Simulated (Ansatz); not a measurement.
Basis-set extrapolation for `[CH3][AlH][B](C)F` (PBE0-D4/def2-TZVP geometry, frozen core, Ansatz 0.2.0). Multiplicity 1, RHF reference.

```
                      def2-TZVPP   def2-QZVPP
                 HF  -445.986473  -446.002861
    MP2 correlation    -0.776875    -0.835559
CCSD(T) correlation    -0.854684      not run
```

Energies in hartree. Use E(X) = E(∞) + A·exp(−7.88·√X) for Hartree–Fock and E(X) = E(∞) + B·X^(−2.97) for correlation, with X = 3 and 4, and add CCSD(T) minus MP2 of the smaller set to the MP2 limit.

Question: What is the CCSD(T) energy at the basis-set limit?

Answer: HF limit: -446.002861 + (-0.016388) × 0.13774 = -446.00512. MP2 limit: -0.835559 + (-0.058684) × 0.74074 = -0.87903. Higher-order term: -0.854684 − (-0.776875) = -0.07781. Total: -446.96196 hartree, 317.2 kJ/mol below CCSD(T)/def2-TZVPP.
